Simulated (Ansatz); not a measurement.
## Ligand exchange: GeH2(CH3)Cl + CH4S → GeH2(CH3)(SH) + CH3Cl

Species: GeH2(CH3)Cl, singlet; CH4S (methanethiol) `CS`, singlet; GeH2(CH3)(SH), singlet; CH3Cl (chloromethane) `CCl`, singlet. The partners trade Cl for SH: Ge–Cl and C–SH bonds give way to Ge–SH and C–Cl.

Shapes, held fixed at every level: PBE0-D4/def2-TZVP. Flexible molecules stand in one conformer, not always the lowest. Programs: Ansatz 0.2.0. The zero-point and thermal change to 298 K, harmonic and unscaled (PBE0-D4/def2-TZVP), is -0.4 kJ/mol.

| level | kind | ΔH(298 K) (kJ/mol) | less CCSD(T)/def2-TZVPP | CPU time (sum over the molecules) |
| --- | --- | --- | --- | --- |
| HF/def2-TZVPP | Hartree–Fock | +50.4 | +8.0 | – |
| SPW92/def2-TZVPP | LDA | +39.9 | -2.5 | 7 s |
| r2SCAN-D4/def2-TZVPP | meta-GGA | +43.1 | +0.7 | 29 s |
| wB97M-V/def2-TZVPP | range-separated hybrid | +44.8 | +2.4 | 63 s |
| CCSD(T)/def2-SVP | coupled cluster or CI | +45.7 | +3.3 | 17 s |
| CCSD/def2-TZVPP | coupled cluster or CI | +43.8 | +1.4 | – |
| CCSD(T)/def2-TZVPP | coupled cluster or CI | +42.4 | 0.0 | 3.1 min |

The highest level, CCSD(T)/def2-TZVPP, gives ΔH(298 K) = +42.4 kJ/mol; the levels span +39.9 to +50.4. The column of differences is taken from that level and isn't an error. No measured value is set beside it here. Relativity is left out for Ge unless named. Correlated rows may include outer-core shells of Ge, which these sets cover unevenly. Times are processor times on shared x86 and Arm servers, and rough.
